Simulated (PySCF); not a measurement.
# Cd²⁸⁺: ionisation energy

Cd²⁸⁺ [Ar] 3d2 (3F) → Cd²⁹⁺ [Ar] 3d1 (2D), as a difference of total energies. Calculation: PySCF 2.14, in an even-tempered Gaussian basis (17 s from 3.9 bohr⁻², ratio 2.5; 11 p from 5 bohr⁻², ratio 2.5; 8 d from 5 bohr⁻², ratio 2.5; 4 f from 18 bohr⁻², ratio 2.7; 3 g from 26 bohr⁻², ratio 2.7); no relativity, point nucleus. Correlated levels: outer shells: [Ne] frozen; virtual orbitals above 40 to 60 times the deepest correlated orbital energy dropped. The calculations carry no spin-orbit coupling.

| method | ionisation energy (eV) |
| --- | --- |
| UHF | 1556.8 |
| LDA | 1556.5 |
| PBE | 1556.9 |
| PBE0 | 1557.2 |
| r2SCAN | 1558.4 |
| TPSS | 1556.9 |
| TPSSh | 1557.0 |
| MP2 (outer shells) | 1556.5 |
| SCS-MP2 (outer shells) | 1556.4 |

A first-order spin-orbit estimate (lowest level to lowest level, LS coupling) adds 1.603 eV.

All relativistic terms are absent from these numbers, so their closeness to the reference says little about the methods.

For comparison: 1558 ± 4 eV (theoretical estimate listed by NIST; NIST Atomic Spectra Database, ionization energies).
